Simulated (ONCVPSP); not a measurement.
## Rh (Z = 45): excitation energies, all-electron against ONCV

```
Element                 : rhodium (Rh)
Generator               : ONCVPSP 4.0.1
Type                    : optimised norm-conserving Vanderbilt (ONCV)
Functional              : LDA (Perdew-Zunger)
Relativity              : fully relativistic
Frozen core             : [Ar] 3d10
Valence charge          : 17
Reference configuration : 4s2 4p6 4d7 5s2
Partial waves           : 4s+5s: rc 1.30 bohr, ncon 4, nbas 7, qcut 8.7 1/bohr, 2 projectors; 4p: rc 1.70 bohr, ncon 5, nbas 8, qcut 9.6 1/bohr, 2 projectors, debl 2 Ha; 4d: rc 2.20 bohr, ncon 3, nbas 8, qcut 6 1/bohr, 2 projectors, debl 0.4 Ha
Local potential         : polynomial inside 1.10 bohr (lpopt 3, dvloc0 3 Ha)
Core correction         : Teter function, fcfact 3.25, rcfact 1.2
```

Open shells are filled in proportion to 2j + 1.

Energies are relative to the spin-unpolarised reference configuration 4s2 4p6 4d7 5s2; without spin polarisation the order of configurations can differ from experiment.

```
valence configuration  charge  ΔE all-electron (eV)  error AE − PS (meV)
      4s2 4p6 4d8 5s1       0                -2.382                  +44
      4s2 4p6 4d8 5s0      +1                 5.411                  +79
  4s2 4p6 4d7 5s1 5p1       0                 4.235                 +0.6
```

What are ΔE and the potential's error for 4s2 4p6 4d7 5s0?

ΔE = 25.178 eV all-electron; the error (AE − PS) is +6.5 meV.

Levels in the configuration 4s2 4p6 4d7 5s0:

```json
{"level": "4s j=1/2", "all-electron (eV)": "-103.486", "pseudo (eV)": "-103.617"}
{"level": "4p j=3/2", "all-electron (eV)": "-70.100", "pseudo (eV)": "-70.201"}
{"level": "4p j=1/2", "all-electron (eV)": "-74.102", "pseudo (eV)": "-74.213"}
{"level": "4d j=5/2", "all-electron (eV)": "-25.804", "pseudo (eV)": "-25.852"}
{"level": "4d j=3/2", "all-electron (eV)": "-26.254", "pseudo (eV)": "-26.304"}
```

Note: no bound ghost flagged; GHOST(+) flagged for d5/2 at 9.5 eV, d3/2 at 35.7 eV, s at 420.5 eV.
